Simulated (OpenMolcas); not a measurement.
Ionisation energies of technetium

```
Program             : OpenMolcas
Basis               : ANO-RCC [10s9p8d6f4g2h]
Scalar Hamiltonian  : DKH2, point nucleus
Spin-orbit coupling : RASSI with atomic mean-field integrals over the reference wave functions, term energies averaged over their components
```

Active shells in each charge state: the valence d shell, with orbitals averaged over the low states. Where CASPT2's correlated closed shells are named, they are those of the first ion.

A. CASSCF
B. SS-CASPT2, IPEA 0.25 Eh, imaginary shift 0.1 Eh (closed shells correlated: 4s 4p)
C. SS-CASPT2, IPEA 0.25 Eh, imaginary shift 0.1 Eh (closed shells correlated: 3d 4s 4p)
D. SS-CASPT2, IPEA 0.25 Eh, imaginary shift 0.1 Eh (closed shells correlated: none)
E. SS-CASPT2, IPEA 0 Eh, imaginary shift 0.1 Eh (closed shells correlated: 4s 4p)

Energies in eV between the lowest computed levels, named as in B; reference values from the NIST Atomic Spectra Database with their kind.

```
           From               To       A       B       C       D       E  Spin-orbit share in B             Reference
   Tc3+ 4d⁴ ⁵D₀  Tc4+ 4d³ ⁴F_3/2  41.567  42.598  42.546  42.175  42.671                 -0.088  41.000 (theoretical)
Tc4+ 4d³ ⁴F_3/2     Tc5+ 4d² ³F₂  56.365  57.332  57.282  56.742  57.422                 -0.064  57.000 (theoretical)
   Tc5+ 4d² ³F₂   Tc6+ 4d ²D_3/2  72.257  73.200  73.156  72.416  73.274                 +0.089  72.000 (theoretical)
 Tc6+ 4d ²D_3/2     Tc7+ 4p⁶ ¹S₀  87.932  88.915  88.877  87.932  88.985                 +0.245  88.000 (theoretical)
```

The lowest level within the active space need not be the ion's true ground level.
